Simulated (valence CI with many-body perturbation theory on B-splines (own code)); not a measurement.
La L in brief

Level of theory: relativistic CI+MBPT: six valence electrons over a frozen Dirac-Fock core [He], radial functions for each j: 9 s, 9 p, 8 d, 6 f, 3 g, 1 h, with the one-electron correlation potential Σ1 (screened to all orders), the two-electron term Σ2, the three-electron term Σ3, Breit, model QED; selected single and double excitations, second order for the rest, scaled by the run's own slope (own B-spline code, finite nucleus).

No measured spectrum was set against this ion. As an estimate, large intervals hold to a few tenths of a per cent, small ones and those within an open d or f shell to about a per cent. Among the levels kept, up to 2300 cm⁻¹ of a level comes from second order outside the variational space, and about a tenth of that is noise between levels of different J, which matters for small intervals.

Levels are named by their leading jj configuration (3d3/2^4 stands for four electrons in 3d with j = 3/2), which in mixed levels can hold well under half, so a name can repeat and another be missing.

Rates and lifetimes use the calculated energies. Strong lines usually hold to 10 to 20 %, long lifetimes can be off by a factor of two.

(1) What is the ground level?

(2) How well does LS coupling describe the low levels?

(3) Among levels below 5767.1 eV, which E1 lines absorb most strongly from the ground level?

(4) Where does the other parity begin?

(5) What are the static dipole polarisabilities of the lowest levels?

## Answers

(1) (2s^2 2p1/2^2 2p3/2^2) J=2, composition 70 % 2s²2p⁴ ³P + 30 % 2s²2p⁴ ¹D, g = 1.329.

(2) Among the lowest 20 levels the leading LS term, summed over configurations, holds 59 % on average. For single configurations the figures are 58 % in LS and 99 % in jj coupling. Terms mix most in the J = 2 level at 5088.7 eV, where the leading one holds 25 %.

(3) to (2s^2 2p1/2^2 2p3/2 3d5/2) J=3 at 0.2317 nm, f = 0.824; to (2s 2p1/2^2 2p3/2^2 3p1/2) J=3 at 0.2161 nm, f = 0.419; to (2s^2 2p1/2^2 2p3/2 3d5/2) J=2 at 0.2322 nm, f = 0.270.

(4) At (2s 2p1/2^2 2p3/2^3) J=2, 706.1 eV.

(5) (2s^2 2p1/2^2 2p3/2^2) J=2 0.000238 (tensor 1.1e-05); (2s^2 2p1/2^2 2p3/2^2) J=0 0.000224 bohr³, of which the core gives 7.24e-07.
